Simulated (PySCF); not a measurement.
Screening by computed properties: pick the candidate that meets the target.

Species are written as SMILES; each is one conformer at its optimised geometry, gas phase, non-relativistic unless stated; the electronic structure was computed with PySCF and density fitting.

The conformers computed, where there is a choice (atom-mapped SMILES and torsion angles):
- `[CH3:1][NH:2][SiH2:3][S:4][C@H:5]([CH3:6])[SiH3:7]`: C1–N2–Si3–S4 -178°, N2–Si3–S4–C5 -177°, Si3–S4–C5–C6 -95°
- `[CH2:1]=[C:2]([F:3])[Si@@H:4]1[NH:5][CH2:6][C@@H:7]1[N:8]([CH3:9])[CH3:10]`: C1–C2–Si4–N5 62°, C6–C7–N8–C9 67°
- `[CH:1]#[C:2][CH2:3][C:4](=[CH2:5])[C@@H:6]1[CH2:7][C:8]1=[CH2:9]`: C2–C3–C4–C5 120°, C3–C4–C6–C7 -127°
- `[CH3:1]/[CH:2]=[C:3](/[CH3:4])[C@H:5]([O:6][CH3:7])[O:8][CH:9]=[O:10]`: C2–C3–C5–O6 -139°, C3–C5–O6–C7 170°, C3–C5–O8–C9 -109°, C5–O8–C9–O10 1°
- `[CH3:1]/[N:2]=[CH:3]\[C@H:4]([F:5])[O:6][C:7]([F:8])([F:9])[F:10]`: N2–C3–C4–F5 -173°, C3–C4–O6–C7 -167°, C4–O6–C7–F8 57°
- `[CH3:1][CH2:2][Si@H:3]([CH3:4])[S:5][SiH2:6][NH2:7]`: C1–C2–Si3–C4 -60°, C2–Si3–S5–Si6 176°, Si3–S5–Si6–N7 159°, H–N7–Si6–S5 169°, H–N7–Si6–S5 25°
- `[F:1][C:2]([F:3])([F:4])[C:5]([SiH3:6])([SiH3:7])[CH:8]([Cl:9])[Cl:10]`: F1–C2–C5–Si6 -174°, C2–C5–C8–Cl9 -158°

**Question.** Wanted: smallest rotational constant between 0.7 GHz and 0.9 GHz (GFN2-xTB) and dipole moment above 1.3 D (PBE0/pcSseg-1), at GFN2-xTB geometries. Which candidate meets both?
A. `C=C(F)[Si@@H]1NC[C@@H]1N(C)C`
B. `CN[SiH2]S[C@H](C)[SiH3]`
C. `C/C=C(/C)[C@H](OC)OC=O`
D. `C#CCC(=C)[C@@H]1CC1=C`
E. `C/N=C\[C@H](F)OC(F)(F)F`

**Answer.** E. Computed values:
| species | smallest rotational constant | dipole moment |
| --- | --- | --- |
| CN[SiH2]S[C@H](C)[SiH3] | 0.550 GHz | 1.62 D |
| C=C(F)[Si@@H]1NC[C@@H]1N(C)C | 0.653 GHz | 2.22 D |
| C/N=C\[C@H](F)OC(F)(F)F | 0.732 GHz | 1.86 D |
| C/C=C(/C)[C@H](OC)OC=O | 0.840 GHz | 1.01 D |
| C#CCC(=C)[C@@H]1CC1=C | 0.929 GHz | 0.68 D |

**Question.** Wanted: HOMO–LUMO gap above 8 eV (PBE0/pcSseg-1) and HOMO energy below -6.5 eV (PBE0/pcSseg-1), at GFN2-xTB geometries. Which candidate meets both?
A. `CN[SiH2]S[C@H](C)[SiH3]`
B. `C(F)(=C)[Si@H]1[C@@H](N(C)C)CN1`
C. `FC(F)(F)C([SiH3])([SiH3])C(Cl)Cl`
D. `CC[Si@H](C)S[SiH2]N`

**Answer.** C. Computed values:
| species | HOMO–LUMO gap | HOMO energy |
| --- | --- | --- |
| C(F)(=C)[Si@H]1[C@@H](N(C)C)CN1 | 5.66 eV | -6.34 eV |
| CN[SiH2]S[C@H](C)[SiH3] | 6.56 eV | -6.65 eV |
| CC[Si@H](C)S[SiH2]N | 7.34 eV | -6.97 eV |
| FC(F)(F)C([SiH3])([SiH3])C(Cl)Cl | 8.36 eV | -8.93 eV |
